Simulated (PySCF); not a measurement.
C₄H₁₇NSi₃.
Cartesian coordinates in Å at the GFN2-xTB level; atoms count from 1:
```
atom  x, y, z in Å
C1    -1.3108    3.0968    0.5904
N2    -1.6019    1.6973    0.4049
Si3   -0.3777    0.4979    0.6174
Si4    1.6073    0.8105   -0.5607
Si5    3.3400   -0.6426   -0.0700
C6    -1.2160   -1.1605    0.1763
C7    -0.3648   -2.3198    0.6750
C8    -1.4619   -1.3070   -1.3216
H9    -0.8280    3.5485   -0.2836
H10   -0.6372    3.1986    1.4377
H11   -2.2277    3.6483    0.8043
H12   -2.2915    1.5603   -0.3190
H13   -0.1452    0.5219    2.0778
H14    1.3780    0.8020   -2.0216
H15    2.0627    2.1984   -0.3433
H16    3.2168   -1.9167   -0.7865
H17    4.6701   -0.1275   -0.4014
H18    3.3736   -0.9791    1.3570
H19   -2.1844   -1.2147    0.6834
H20   -0.2035   -2.2475    1.7478
H21    0.6089   -2.3220    0.1863
H22   -0.8471   -3.2751    0.4674
H23   -0.5218   -1.2736   -1.8710
H24   -1.9452   -2.2590   -1.5427
H25   -2.1037   -0.5114   -1.6954
```

Computed at PBE0/pcSseg-1 (PySCF, non-relativistic), with Q(14N) = 0.02044 b: N2, 14N (I = 1): χzz = -4.881 MHz, η = 0.376.

Problem. Find the zero-field quadrupole resonance frequencies of 14N at N2.

Solution. From ν± = (3/4)|χ|(1 ± η/3) and ν0 = |χ|η/2: ν+ 4.120 MHz, ν− 3.202 MHz, ν0 0.918 MHz (silicon-bound nitrogen).

In a crystal, neighbours and librations shift these lines. Geometry: GFN2-xTB, one conformer, isolated molecule. GFN2-xTB bond lengths can be off by several hundredths of an ångström, more for odd bonds, and the gradients follow them. With a basis this small, the couplings can be 20 % off.

These values come from a run that also computed NMR shieldings. The run took 88 s of wall time on Intel Xeon at 2.70 GHz, one thread (shared host), and the process peaked at 1.1 GiB of memory.
